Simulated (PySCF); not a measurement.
## Telling isomers of C$_{3}$HF$_{5}$ apart by NMR

[PySCF: J: B3LYP/pcJ-1; geometry from PBE0-D3(BJ)/def2-SVP; shieldings: GIAO PBE0/pcSseg-1; equivalent nuclei averaged; gas phase; no relativistic terms; single conformer]

Scale: $^{1}$H (σ = 31.27 ppm), $^{13}$C (σ = 184.41 ppm) against TMS (reference shieldings calculated alike). Multiplet labels drop J under 1 Hz and among equivalent protons, and merge close values. Unscaled 3J(H,H) run several per cent high. One-bond C–F couplings are unscaled and too large by tens of Hz. Shifts are as computed. Against solution values, carbons near 30 ppm lie about +2 ppm off and those near 130 ppm about +5 ppm. Of 1211 compounds with measured shifts, 218 miss one by over three times the rms of a fit or turn the order of signals round; such compounds aren't used in these exercises.

(1) Tabulate the signals of `F/C=C(\F)C(F)(F)F`, `F/C=C(/F)C(F)(F)F` and their relative energies.

(2) What is the quickest way to tell F/C=C(\F)C(F)(F)F from F/C=C(/F)C(F)(F)F?

Results:

(1) 
| SMILES | carbon types | δC | δH | E rel. (kcal/mol) |
| --- | --- | --- | --- | --- |
| F/C=C(\F)C(F)(F)F | 2×C 1×CH | 146.9, 145.9, 124.9 | 7.05 (ddq, 1H) | 0.0 |
| F/C=C(/F)C(F)(F)F | 2×C 1×CH | 152.0, 150.6, 124.0 | 7.37 (dd, 1H) | 2.0 |

Energies are electronic energies at PBE0/pcSseg-1 on these geometries, without zero-point or thermal terms, each for the one conformer computed, which needn't be the lowest.

(2) Both give the same number of carbon signals, with the same numbers of each carbon type, so the positions decide. The first has an alkene CH at 146.9 ppm, the second an alkene CH at 152.0 ppm.
